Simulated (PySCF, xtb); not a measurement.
BrGeH5N2, SMILES [NH2][GeH]([NH2])[Br].

GFN2-xTB (xtb) at its own geometry gives an orbital gap of 6.33 eV and a dipole moment of 7.16 D.

Geometry optimised at TPSSh-D3(BJ)/def2-SVP. The structure was generated by enumeration, and PubChem lists no compound with its InChIKey, so it may never have been made. The values are those of a single conformer.

Task: What does PySCF with M06-2X/def2-TZVP give? (Estimate from the structure and the level; the computed values follow.)

Result: gap 10.17 eV (levels -9.10 and 1.07 eV), dipole 1.87 D.
